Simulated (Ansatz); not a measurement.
HOSi (SMILES O=[SiH]), doublet, geometry from GFN2-xTB; CAM-B3LYP/def2-SVP (Ansatz, a first-principles code).

Ansatz was given this input:
Ansatz 0.2 input:
```yaml
crystal:
  periodic: [false, false, false]
  atoms:
    - {symbol: O, position_ang: [0.93516458, -0.41718063, -0.00427454]}
    - {symbol: Si, position_ang: [-0.41130666, 0.26471841, 0.00831062]}
    - {symbol: H, position_ang: [-1.72302340, -0.36861259, -0.08215239]}
basis:
  gaussian:
    orbitals: def2-SVP
hamiltonian:
  xc: cam_b3lyp
magnetization: {spin_polarized: true, initial_magnetization: 1}
accuracy: high
```

It wrote (shortened):

```
Functional definition: CAM-B3LYP
647 factors; integrals over basis functions are off by at most 3.0e-9 eV
202 factors; integrals over basis functions are off by at most 2.1e-9 eV
mean field evaluation 1: about -9927.1066 eV, gradient 4.2e1 eV
mean field evaluation 2: about -9883.1519 eV, gradient 1.0e2 eV
mean field evaluation 4: about -9934.2950 eV, gradient 1.2e0 eV
mean field evaluation 8: about -9934.3631 eV, gradient 3.3e-2 eV
mean field evaluation 16: about -9934.3632 eV, gradient 2.4e-4 eV
mean field -9934.36316580 eV, -365.0811125899 hartree, gradient 5.8e-8 eV, S^2 0.755637; 0 other end points of the search recorded, 0 dependent functions left out
reference -9934.36317896 eV, -365.0811130734 hartree; 12, 11 occupied and 25, 26 virtual orbitals, 647 factors
Total energy: -9934.36317896 eV, -365.0811130734 hartree
```
